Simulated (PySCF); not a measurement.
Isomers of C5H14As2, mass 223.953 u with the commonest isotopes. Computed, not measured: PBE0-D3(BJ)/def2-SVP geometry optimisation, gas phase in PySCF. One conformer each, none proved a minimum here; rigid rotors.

Question: Order these by rotational constant B, largest first.
A. `[CH3:1][CH:2]([CH3:3])[AsH:4][CH2:5][CH2:6][AsH2:7]` with C1–C2–As4–C5 -48°, C2–As4–C5–C6 -173°, As4–C5–C6–As7 -63°, C5–C6–As7–H -72° and -165°
B. `[CH3:1][CH2:2][CH2:3][AsH:4][CH2:5][CH2:6][AsH2:7]` with C1–C2–C3–As4 63°, C2–C3–As4–C5 72°, C3–As4–C5–C6 156°, As4–C5–C6–As7 63°, C5–C6–As7–H 43° and -50°
C. `[CH3:1][CH2:2][CH2:3][C@H:4]([AsH2:5])[CH2:6][AsH2:7]` with C1–C2–C3–C4 -179°, C2–C3–C4–As5 70°, C3–C4–As5–H 179° and -89°, C3–C4–C6–As7 -52°, C4–C6–As7–H -159° and -67°
D. `[CH3:1][CH:2]([CH3:3])[C@@H:4]([AsH2:5])[CH2:6][AsH2:7]` with C1–C2–C4–As5 -67°, C2–C4–As5–H -177° and -84°, C2–C4–C6–As7 52°, C4–C6–As7–H 65° and 158°

Answer: C (541.1 MHz), D (520.8 MHz), A (452.3 MHz), B (424.7 MHz).

Question: Order these by out-of-plane moment Σ m c² = (Ia + Ib − Ic)/2, largest first.
A. `[CH3:1][CH:2]([CH3:3])[C@@H:4]([AsH2:5])[CH2:6][AsH2:7]` with C1–C2–C4–As5 -67°, C2–C4–As5–H -177° and -84°, C2–C4–C6–As7 52°, C4–C6–As7–H 65° and 158°
B. `[CH3:1][CH2:2][CH2:3][C@H:4]([AsH2:5])[CH2:6][AsH2:7]` with C1–C2–C3–C4 -179°, C2–C3–C4–As5 70°, C3–C4–As5–H 179° and -89°, C3–C4–C6–As7 -52°, C4–C6–As7–H -159° and -67°
C. `[CH3:1][CH:2]([CH3:3])[AsH:4][CH2:5][CH2:6][AsH2:7]` with C1–C2–As4–C5 -48°, C2–As4–C5–C6 -173°, As4–C5–C6–As7 -63°, C5–C6–As7–H -72° and -165°
D. `[CH3:1][CH2:2][CH2:3][AsH:4][CH2:5][CH2:6][AsH2:7]` with C1–C2–C3–As4 63°, C2–C3–As4–C5 72°, C3–As4–C5–C6 156°, As4–C5–C6–As7 63°, C5–C6–As7–H 43° and -50°

Answer: D (83.69 u·Å²), C (66.68 u·Å²), A (58.60 u·Å²), B (32.45 u·Å²).

Question: Order these by dipole moment, smallest first.
A. `[CH3:1][CH2:2][CH2:3][C@H:4]([AsH2:5])[CH2:6][AsH2:7]` with C1–C2–C3–C4 -179°, C2–C3–C4–As5 70°, C3–C4–As5–H 179° and -89°, C3–C4–C6–As7 -52°, C4–C6–As7–H -159° and -67°
B. `[CH3:1][CH:2]([CH3:3])[AsH:4][CH2:5][CH2:6][AsH2:7]` with C1–C2–As4–C5 -48°, C2–As4–C5–C6 -173°, As4–C5–C6–As7 -63°, C5–C6–As7–H -72° and -165°
C. `[CH3:1][CH:2]([CH3:3])[C@@H:4]([AsH2:5])[CH2:6][AsH2:7]` with C1–C2–C4–As5 -67°, C2–C4–As5–H -177° and -84°, C2–C4–C6–As7 52°, C4–C6–As7–H 65° and 158°

Answer: A (0.38 D), C (0.63 D), B (1.89 D).

```
                    SMILES  point group  Ia (u·Å²)  Ib (u·Å²)  Ic (u·Å²)      κ  μa (D)  μb (D)  μc (D)
CC(C)[C@@H]([AsH2])C[AsH2]           C1     289.90     970.44    1143.14  -0.88    0.06    0.06    0.62
        CC(C)[AsH]CC[AsH2]           C1     172.53    1117.37    1156.54  -0.99    0.72    1.67    0.51
          CCC[AsH]CC[AsH2]           C1     193.56    1189.92    1216.10  -0.99    1.33    0.25    1.42
   CCC[C@H]([AsH2])C[AsH2]           C1     393.54     934.07    1262.71  -0.68    0.14    0.30    0.18
```
